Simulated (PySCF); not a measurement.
Compound: C6H5N2 (doublet state).
Atom-mapped SMILES: `[CH:1]#[C:2][c:3]1[cH:4][n:5][n:6]([CH2:7])[cH:8]1` (hydrogens: H9 on C1; H10 on C4; H11, H12 on C7; H13 on C8)

Cartesian coordinates in Å at the GFN2-xTB level; atoms count from 1:
```
atom  x, y, z in Å
C1    -3.3949   -0.1654   -0.2803
C2    -2.2057   -0.1572   -0.1081
C3    -0.8232   -0.1630    0.1158
C4    -0.1332   -0.7990    1.1846
N5     1.1618   -0.6064    1.0944
N6     1.3604    0.1445   -0.0079
C7     2.5839    0.5164   -0.3795
C8     0.1775    0.4336   -0.6283
H9    -4.4319   -0.1685   -0.4356
H10   -0.5515   -1.3726    1.9870
H11    3.4123    0.2030    0.2216
H12    2.7081    1.1135   -1.2601
H13    0.1320    1.0217   -1.5213
```

The hyperfine couplings belong to this conformer and change with its torsions.

Computed, not measured: UKS B3LYP, pcH-1 on C H N, non-relativistic, mean-field spin-orbit, GIAO in PySCF 2.14.0. The structure is a single GFN2-xTB conformer in the gas phase; no vibrational or solvent corrections. The geometry wasn't refined by DFT: couplings that depend on bond lengths, twists or pyramidal angles can differ widely from those at the functional's own minimum. No stability test was run, so a lower SCF solution isn't excluded.

The Mulliken spin populations are largest on C7 (+0.85), C4 (+0.10) and C8 (+0.09). No atom but C7 exceeds +0.15. The angles at C7 add up to 360.0°, so it is planar; its axial dipolar tensor and the negative couplings of its protons fit spin in a p orbital normal to that plane.

Question: Test a(H) = Q·ρ(C) for the protons on planar carbons with a spin population beyond ±0.08.

Answer: 
| H | C | ρ(C) | a(H) (G) | a/ρ (G) |
| --- | --- | --- | --- | --- |
| H10 | C4 | +0.101 | -2.97 | -29.4 |
| H11 | C7 | +0.845 | -19.95 | -23.6 |
| H12 | C7 | +0.845 | -19.55 | -23.1 |
| H13 | C8 | +0.092 | -2.81 | -30.7 |

A least-squares line through the origin gives Q = -23.5 G with Mulliken populations.

Question: Leave H10 and its like out of the fit. How well does the relation then predict its coupling?

Answer: The other protons give Q = -23.4 G, so a = -23.4 × 0.101 = -2.36 G, against the computed -2.97 G.

Couplings in gauss use g_iso = 2.0026.
